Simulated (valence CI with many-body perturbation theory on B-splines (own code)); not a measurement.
The numbers below are computed, except where a source is named.
Tb24+ in three bases

Method: relativistic CI+MBPT: five valence electrons over a frozen Dirac-Fock core [Kr], a basis of 7 s, 7 p, 8 d, 6 f, 4 g, 1 h functions for each j, with the one-electron correlation potential Σ1 (screened to all orders), the two-electron term Σ2, the three-electron term Σ3, Breit, model QED; selected single and double excitations, second order for the rest, scaled by the run's own slope (own B-spline code, finite nucleus).

No measured spectrum was set against this ion. As an estimate, terms of the open shell hold to 2 to 4 % of their energy, and close levels can change places. Among the levels kept, up to 560 cm⁻¹ of a level comes from second order outside the variational space, and about a tenth of that is noise between levels of different J, which matters for small intervals. Only levels of the ground parity were solved; by the run's estimate the other parity begins above the list, which can be wrong where configurations are misplaced.

The reference run has the lowest level (4d3/2^4 4d5/2) J=5/2 and an ionisation energy of 816.526 eV. Its largest variational space holds 20015 state functions.

Levels are named by their leading jj configuration (3d3/2^4 stands for four electrons in 3d with j = 3/2), which in mixed levels can hold well under half, so a name can repeat and another be missing. Letters in brackets count levels of one name in rising energy.

Changed runs:
A. basis 6 s, 6 p, 5 d, 5 f, 1 g
B. basis 5 s, 5 p, 4 d, 4 f

Excitation energies of the reference run in cm⁻¹, and shifts in cm⁻¹:

```csv
Level,Reference,A,B
(4d3/2^3 4d5/2^2) J=5/2 [a],44918,+72,+442
(4d3/2^3 4d5/2^2) J=7/2 [a],73022,+155,+953
(4d3/2^3 4d5/2^2) J=3/2 [a],75773,+153,+908
(4d3/2^3 4d5/2^2) J=11/2,78603,+177,+895
(4d3/2^3 4d5/2^2) J=9/2,85913,+144,+1054
(4d3/2^3 4d5/2^2) J=5/2 [b],88489,+115,+987
(4d3/2^3 4d5/2^2) J=1/2,93556,+145,+1030
(4d3/2^3 4d5/2^2) J=7/2 [b],105159,+259,+1575
(4d3/2^2 4d5/2^3) J=5/2 [a],116904,+190,+996
(4d3/2^2 4d5/2^3) J=7/2 [a],128752,+113,+1066
(4d3/2^3 4d5/2^2) J=3/2 [b],129703,+318,+1527
(4d3/2^2 4d5/2^3) J=11/2,132694,+147,+905
Ionisation energy (eV),816.526,-0.065,-0.127
```
